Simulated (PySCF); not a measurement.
# Frontier orbitals and the lowest excitations

Species: Si(NH2)2Me2, C2H10N2Si.
Cartesian coordinates in Å at the PBE0-D3(BJ)/def2-SVP level; atoms count from 1:
```xyz
15
C2H10N2Si angstrom
Si     0.1402   -0.0466    0.1269
N      0.0709   -0.0529    1.8580
H      0.6813   -0.6533    2.3991
H     -0.1638    0.7912    2.3645
N      1.7972   -0.1860   -0.3876
H      2.0045   -0.5336   -1.3173
H      2.4679    0.5253   -0.1179
C     -0.7422    1.5314   -0.3978
H     -0.7564    1.6266   -1.4950
H     -0.2447    2.4288    0.0051
H     -1.7869    1.5378   -0.0470
C     -0.7337   -1.5272   -0.6223
H     -1.7956   -1.5271   -0.3313
H     -0.2869   -2.4701   -0.2700
H     -0.6846   -1.5204   -1.7234
```

Computed, not measured: TDDFT PBE0/def2-SVPD, vertical, gas phase, core orbitals frozen in the response in PySCF 2.14.0, density-fitted response routines.

Frontier orbitals with the atoms that hold most of them (Löwdin shares over 4%, at most four atoms; ? is withheld):

| orbital | ε (eV) | atoms |
| --- | --- | --- |
| LUMO+2 | 1.62 | H7 14%, C8 13%, C12 10%, H6 8% |
| LUMO+1 | 1.48 | H4 17%, H3 12%, N2 12%, H6 11% |
| LUMO | 0.38 | Si1 28%, C8 9%, H6 7%, H7 7% |
| HOMO | ? | ? |
| HOMO-1 | -7.37 | ? |
| HOMO-2 | -8.63 | C12 27%, Si1 18%, C8 18%, N5 8% |
| HOMO-3 | -9.53 | C8 21%, Si1 17%, C12 17%, N2 12% |

Question: Give the leading atoms of the HOMO-1.

Answer: N2 (bonded to Si and 2 H) 35%; N5 (bonded to Si and 2 H) 35%; Si1 (bonded to 2 C and 2 N) 10%. By element: nitrogen 70%, silicon 10%.

Question: Which atoms hold the HOMO, and with what shares?

Answer: N5 (bonded to Si and 2 H) 32%; N2 (bonded to Si and 2 H) 31%; Si1 (bonded to 2 C and 2 N) 8%; C8 (bonded to Si and 3 H) 8%. By element: nitrogen 63%, silicon 8%, carbon 8% or more.

Question: What is the HOMO energy, and the HOMO–LUMO gap?

Answer: ε(HOMO) = -6.86 eV; the gap is 7.24 eV (0.2662 hartree).

Question: How does S1 compare with the orbital gap of 7.24 eV?

Answer: S1 is at 6.08 eV (f = 0.063), 1.17 eV below the gap, made of HOMO→LUMO (96%). Without the coupling terms of the response equations the lowest excitation would equal the gap.

Question: Give energy, strength and leading configuration of S1, S2 and S3, and follow the Löwdin shares of the leading atoms from the occupied to the empty orbital.

Answer: 
- S1 (6.08 eV, f 0.063), HOMO→LUMO (96%): N5 32% → at most 8%, N2 31% → at most 8%, Si1 8% → 28%, C8 8% → 9%
- S2 (6.52 eV, f 0.045), HOMO-1→LUMO (87%): N2 35% → at most 8%, N5 35% → at most 8%, Si1 10% → 28%, C8 at most 4% → 9%
- S3 (7.19 eV, f 0.0006), HOMO→LUMO+1 (84%): N5 32% → at most 11%, N2 31% → 12%, H4 at most 8% → 17%, H3 at most 8% → 12%

One conformer stands for the species.
